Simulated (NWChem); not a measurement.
## Basis-set convergence for AgI

SMILES: [Ag][I]
```xyz
2

Ag     0.0000     0.0000    -1.3683
I      0.0000     0.0000     1.2134
```
Charge 0, spin multiplicity 1.

The numbers come from NWChem runs, not from measurements. All single points use one geometry, from PBE0/def2-SVP with def2 effective core potentials on Ag, I, a minimum by its harmonic frequencies.

Quantity: first vertical ionisation energy at the level G0W0@PBE0.

Effective core potentials replace the inner electrons of Ag, I; spin-orbit coupling is left out. GW and range-separated runs recompute their integrals, the others keep them in memory, which bears on the times. The structure started from a generated list of species.

The cost column gives rough processor time relative to def2-SVP; each entry includes its own SCF.

```tsv
basis	functions	first vertical ionisation energy (eV)	relative cost
def2-SVP	57	8.12	1
def2-SVPD	69	8.16	under 3
def2-TZVP	90	8.48	under 3
def2-TZVPD	99	8.47	under 3
def2-TZVPP	106	8.50	4
```

Smallest basis within 0.1 eV of def2-TZVPP, the largest set run: def2-TZVP, with 90 functions against 106 (also within reach: def2-TZVPD). def2-TZVPP isn't the basis-set limit itself, and a small set can land close by cancellation.
